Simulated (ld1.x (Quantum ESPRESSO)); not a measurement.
Co, TM: configuration errors across variants

Co, norm-conserving Troullier–Martins (Kleinman–Bylander form), made with ld1.x (Quantum ESPRESSO) 7.5 (BP86, scalar-relativistic). Core [Ne], reference 3s2 3p6 3d7 4s2 4p0. Waves: 3p (bound): rc 1.05 bohr; 3d (bound): rc 1.55 bohr; 3s (bound): rc 1.20 bohr. Local part: the s channel. Core correction: none.

Occupied shells without a wave of their own: 4s. They enter only through the test configuration that unscreens the potential.

All-electron excitation energies from the reference (eV): (1) 3s2 3p6 3d7 4s1 4p0 9.225; (2) 3s2 3p6 3d7 4s0 4p0 26.110; (3) 3s2 3p6 3d6 4s0 4p0 62.047; (4) 3s2 3p6 3d7 4s1.5 4p0 3.695; (5) 3s1 3p6 3d7 4s2 4p0 110.603; (6) 3s2 3p6 3d7 4s0 4p2 9.051; (7) 3s2 3p6 3d7 4s0 4p1 14.635.

For the base: The 4s level has no wave, so the channel is fitted at the deeper level alone: the likely source of the large errors.

2 further variants failed, have other tests or too few solved ones, and are left out.

The file “base” misses its own reference levels by 0.7 eV. The file “all radii scaled by about 0.94 (s 1.12, p 0.98, d 1.46 bohr)” misses its own reference levels by 0.5 eV. The file “all radii scaled by about 0.97 (s 1.16, p 1.02, d 1.50 bohr)” misses its own reference levels by 0.6 eV. The file “all radii scaled by about 1.05 (s 1.26, p 1.10, d 1.62 bohr)” misses its own reference levels by 0.9 eV. The file “all radii scaled by about 1.17 (s 1.40, p 1.22, d 1.82 bohr)” misses its own reference levels by 1.4 eV. The file “all radii scaled by about 1.24 (s 1.48, p 1.30, d 1.92 bohr)” misses its own reference levels by 1.8 eV.

Errors AE − PS in meV (a dash: test not solved or not reliable):

```csv
change,(1),(2),(3),(4),(5),(6),(7),bound ghosts
base,-939,-2388,-3562,-413,-153,-1422,-1800,none
"all radii scaled by about 0.75 (s 0.90, p 0.78, d 1.16 bohr)",-176,-448,-683,-77,-23,-269,-340,none
"all radii scaled by about 0.94 (s 1.12, p 0.98, d 1.46 bohr)",-624,-1586,-2383,-274,-112,-945,-1196,none
"all radii scaled by about 0.97 (s 1.16, p 1.02, d 1.50 bohr)",-824,-2094,-3131,-362,-130,-1247,-1579,none
"all radii scaled by about 1.05 (s 1.26, p 1.10, d 1.62 bohr)",-1203,-3055,-4532,-529,-209,-1822,-2303,none
"all radii scaled by about 1.17 (s 1.40, p 1.22, d 1.82 bohr)",-1833,-4639,-6797,-808,-405,-2778,-3502,none
"all radii scaled by about 1.24 (s 1.48, p 1.30, d 1.92 bohr)",-2360,-5948,-8659,-1042,-578,-3561,-4487,none
```

Problem. Give the same row for: all radii scaled by about 0.85 (s 1.02, p 0.90, d 1.32 bohr).

Solution. -397, -1011, -1527, -174, -53, -603, -764; bound ghosts: none.
